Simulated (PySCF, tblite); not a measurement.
A database entry of computed molecular properties. Lists by class give the value and the number of equivalent atoms.

```json
{
 "formula": "C4H6FNSi",
 "smiles": "N#C/C=C/[C@H](F)[SiH3]",
 "charge": 0,
 "multiplicity": 1,
 "geometry_level": "GFN2-xTB",
 "atoms_angstrom": [
  ["N", 3.834, 0.803, -0.663],
  ["C", 2.775, 0.362, -0.681],
  ["C", 1.477, -0.174, -0.711],
  ["C", 0.722, -0.28, 0.385],
  ["C", -0.662, -0.79, 0.4],
  ["F", -0.978, -1.427, -0.791],
  ["Si", -1.946, 0.65, 0.631],
  ["H", 1.122, -0.511, -1.676],
  ["H", 1.09, 0.054, 1.346],
  ["H", -0.784, -1.545, 1.185],
  ["H", -1.655, 1.258, 1.928],
  ["H", -1.735, 1.576, -0.477],
  ["H", -3.264, 0.026, 0.591]
 ],
 "electronic_structure_code": "PySCF",
 "results": {
  "GFN2-xTB geometry": {
   "point_group": "C1",
   "rotational_constants_GHz": [4.749, 0.979, 0.865]
  },
  "wB97X-D/def2-SVPD ground state and vertical TDDFT (core frozen in the response)": {
   "dipole_D": 4.75,
   "homo_eV": -9.66,
   "lumo_eV": 0.07,
   "S1_eV": 5.9,
   "strongest_line_of_8_singlets_eV": 5.9,
   "T1_tda_eV": 3.7,
   "polarisability_au": 83.6,
   "r2_bohr2_about_centre_of_nuclear_charge": 1262.1,
   "singlets_eV_and_f": [
    [5.9, 0.583],
    [6.53, 0.001],
    [7.11, 0.002],
    [7.25, 0.016],
    [7.34, 0.005],
    [7.81, 0.005],
    [7.91, 0.011],
    [8.16, 0.036]
   ],
   "triplets_tda_eV": [3.7, 6.18, 6.41]
  },
  "PBE0/pcSseg-1 ground state and GIAO shieldings, non-relativistic": {
   "shift_vs_computed_TMS_C_by_class_ppm": [
    [160.7, 1],
    [122.3, 1],
    [101.5, 1],
    [92.6, 1]
   ],
   "shift_vs_computed_TMS_H_by_class_ppm": [
    [6.92, 1],
    [5.77, 1],
    [5.7, 1],
    [4.0, 3]
   ],
   "shielding_other_nuclei_by_class_ppm": [
    ["N", -53.2, 1],
    ["F", 416.3, 1],
    ["Si", 414.0, 1]
   ],
   "charges_hirshfeld_e_by_atom": [-0.22, 0.07, -0.04, -0.02, -0.01, -0.1, 0.33, 0.06, 0.07, 0.06, -0.07, -0.06, -0.06]
  },
  "GFN2-xTB harmonic vibrations, gas phase": {
   "strongest_ir_bands_cm-1_km_per_mol_modes": [
    [761.3, 125.7, 1],
    [772.6, 412.6, 1],
    [2295.8, 191.6, 1],
    [2316.2, 213.3, 1],
    [2319.3, 340.7, 1],
    [2369.8, 261.3, 1]
   ],
   "zpe_kcal_per_mol": 52.2
  }
 }
}
```

The rotational constants make it an asymmetric top with κ = (2B − A − C)/(A − C) = -0.94, nearer the prolate limit (−1). The polarisability is 12.39 Å³ as a volume (1 au = 0.148185 Å³), or 1.39 au for each of the 60 electrons. S1 lies 3.83 eV below the HOMO–LUMO gap; its leading configuration is HOMO→LUMO, weight 0.94. The zero-point energy, half the sum of the 33 harmonic wavenumbers, equals 18260 cm⁻¹ or 218 kJ/mol.

 NMR classes are plain means over equivalent atoms (diastereotopic ones count apart unless rotation or inversion swaps them), as if these changed places fast; in this geometry the members of some classes differ.

For the TDDFT job (wB97X-D/def2-SVPD), hardware: Arm Neoverse N1, one thread, shared host with 64 logical CPUs at a one-minute load of 62. Cost: 64 s wall, 0.81 GiB resident at most.

The values belong to the conformer `[N:1]#[C:2]/[CH:3]=[CH:4]/[C@H:5]([F:6])[SiH3:7]`: C3–C4–C5–F6 14°.
